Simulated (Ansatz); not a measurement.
The same path of C2H8FNOSi (14 atoms, charge 0, multiplicity 1) was run twice with different band settings. The coordinate that changes most is the dihedral O2–Si3–N4–H11.

Method: RKS PBE0-D4/cc-pVDZ in Ansatz.

Relaxed end points:

```xyz
14
Properties=species:S:1:pos:R:3
C -1.079 -1.209 1.427
O 0.168 -0.967 0.808
Si 0.551 0.491 0.056
N 2.185 0.502 -0.520
C -0.582 0.731 -1.447
F -1.917 0.655 -1.033
H -1.055 -2.220 1.861
H -1.912 -1.148 0.707
H -1.277 -0.488 2.243
H 0.384 1.623 1.024
H 2.906 0.589 0.193
H 2.446 -0.253 -1.151
H -0.411 -0.048 -2.213
H -0.419 1.712 -1.926
```

```xyz
14
Properties=species:S:1:pos:R:3
C -1.084 -1.209 1.424
O 0.159 -0.976 0.795
Si 0.550 0.486 0.054
N 2.188 0.499 -0.510
C -0.576 0.736 -1.452
F -1.911 0.655 -1.040
H -1.059 -2.215 1.870
H -1.921 -1.156 0.708
H -1.277 -0.479 2.232
H 0.377 1.612 1.029
H 2.455 -0.250 -1.145
H 2.903 0.582 0.209
H -0.403 -0.036 -2.223
H -0.414 1.721 -1.923
```

Common settings: movable images 5; climbing image yes; spring 5.0 eV/Å²; optimiser quadratic models (default); start path IDPP; iteration limit 60; end points relaxed.

| run | force threshold |
| --- | --- |
| 1 | 0.05 eV/Å |
| 2 | 0.2 eV/Å |

Question: What does each run give, and how far can it be trusted?

Answer: Run 1: converged after 13 iterations, highest image 0.091 eV above the first end. A vibrational analysis at the climbing image gives one clearly imaginary mode, 142i cm⁻¹: a first-order saddle point.
Run 2: converged after 7 iterations, highest image 0.113 eV above the first end. The threshold of 0.2 eV/Å is loose, so the images may lie well off the minimum-energy path. The order of the stationary point at the top wasn't checked.
